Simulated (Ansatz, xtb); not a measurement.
Stretching the Ga1–H2 bond in GaH3Se (SMILES [GaH2][SeH]) (multiplicity 1 held, fragments rigid). Energies count from the point at 1.561 Å.
Geometry at that point (charge 0, multiplicity 1):
```xyz
5

Ga     0.275     0.011    -1.153
H     -0.804    -0.576    -2.117
H      1.662     0.604    -1.556
Se    -0.304    -0.028     1.114
H      0.957     0.590     1.552
```

R- and RO- levels are restricted; in cc, def2 and unpolarised 6-31G sets they are followed outwards from rest. Unrestricted levels (U-) break spin symmetry where that is lower. Active spaces are followed from a long bond inwards. Curves can end on different states.

Cores are frozen in the correlated methods. Filled d and f shells under p-block atoms count as core.

Programs: Ansatz (Gaussian basis) for Hartree–Fock, density functionals and correlated methods; xtb for the GFN methods.  The GFN methods have no spin term and hold the electronic entropy of 300 K.

Energies in kcal/mol.

```json
[
 {"R (Å)": "1.249", "GFN2-xTB": "24.2", "R-MP2/cc-pVDZ": "28.6", "U-SCS-MP2/cc-pVDZ": "28.8", "FIC-MRCISD+Q on CASSCF(2,2)/cc-pVDZ": "28.9"},
 {"R (Å)": "1.405", "GFN2-xTB": "3.9", "R-MP2/cc-pVDZ": "5.9", "U-SCS-MP2/cc-pVDZ": "6.0", "FIC-MRCISD+Q on CASSCF(2,2)/cc-pVDZ": "6.1"},
 {"R (Å)": "1.561", "GFN2-xTB": "0.0", "R-MP2/cc-pVDZ": "0.0", "U-SCS-MP2/cc-pVDZ": "0.0", "FIC-MRCISD+Q on CASSCF(2,2)/cc-pVDZ": "0.0"},
 {"R (Å)": "1.717", "GFN2-xTB": "2.1", "R-MP2/cc-pVDZ": "3.1", "U-SCS-MP2/cc-pVDZ": "3.0", "FIC-MRCISD+Q on CASSCF(2,2)/cc-pVDZ": "2.7"},
 {"R (Å)": "1.873", "GFN2-xTB": "6.6", "R-MP2/cc-pVDZ": "10.8", "U-SCS-MP2/cc-pVDZ": "10.7", "FIC-MRCISD+Q on CASSCF(2,2)/cc-pVDZ": "9.9"},
 {"R (Å)": "2.108", "GFN2-xTB": "15.3", "R-MP2/cc-pVDZ": "26.2", "U-SCS-MP2/cc-pVDZ": "25.9", "FIC-MRCISD+Q on CASSCF(2,2)/cc-pVDZ": "23.9"},
 {"R (Å)": "2.342", "GFN2-xTB": "25.3", "R-MP2/cc-pVDZ": "42.4", "U-SCS-MP2/cc-pVDZ": "47.1", "FIC-MRCISD+Q on CASSCF(2,2)/cc-pVDZ": "38.1"},
 {"R (Å)": "2.732", "GFN2-xTB": "42.1", "R-MP2/cc-pVDZ": "66.8", "U-SCS-MP2/cc-pVDZ": "68.7", "FIC-MRCISD+Q on CASSCF(2,2)/cc-pVDZ": "57.5"},
 {"R (Å)": "3.122", "GFN2-xTB": "57.3", "R-MP2/cc-pVDZ": "85.9", "U-SCS-MP2/cc-pVDZ": "75.7", "FIC-MRCISD+Q on CASSCF(2,2)/cc-pVDZ": "69.7"},
 {"R (Å)": "3.591", "GFN2-xTB": "71.5", "R-MP2/cc-pVDZ": "101.6", "U-SCS-MP2/cc-pVDZ": "78.4", "FIC-MRCISD+Q on CASSCF(2,2)/cc-pVDZ": "76.6"},
 {"R (Å)": "4.215", "GFN2-xTB": "82.8", "R-MP2/cc-pVDZ": "111.7", "U-SCS-MP2/cc-pVDZ": "79.2", "FIC-MRCISD+Q on CASSCF(2,2)/cc-pVDZ": "79.6"},
 {"R (Å)": "4.996", "GFN2-xTB": "87.6", "R-MP2/cc-pVDZ": "110.7", "U-SCS-MP2/cc-pVDZ": "79.4", "FIC-MRCISD+Q on CASSCF(2,2)/cc-pVDZ": "80.3"}
]
```

Doubts at one or more of the structures used: a restricted determinant that unrestricted orbitals would lower (R-MP2/cc-pVDZ); a spin-contaminated determinant (U-SCS-MP2/cc-pVDZ).

Ansatz is an electronic-structure program.
